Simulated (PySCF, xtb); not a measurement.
Sn(F)3(vinyl) (C₂H₃F₃Sn), SMILES C=[CH][Sn]([F])([F])[F]. The values are those of a single conformer.

Harmonic wavenumbers (cm⁻¹) from GFN2-xTB run with xtb at its own minimum, in rising order: 19, 48, 63, 97, 100, 103, 223, 302, 394, 396, 439, 466, 840, 900, 973, 1084, 1337, 1655, 3018, 3076, 3081.

Problem. What does r2SCAN-D4/def2-SVP (PySCF) give at its own minimum? (An estimate is asked for; the answer gives what the named calculation found.)

Solution. 59, 92, 121, 166, 177, 192, 292, 491, 543, 641, 658, 658, 981, 985, 1015, 1228, 1399, 1643, 3123, 3192, 3228. Paired by order, the mean absolute difference is 109 cm⁻¹ and the zero-point energies are 26.6 and 29.9 kcal/mol.
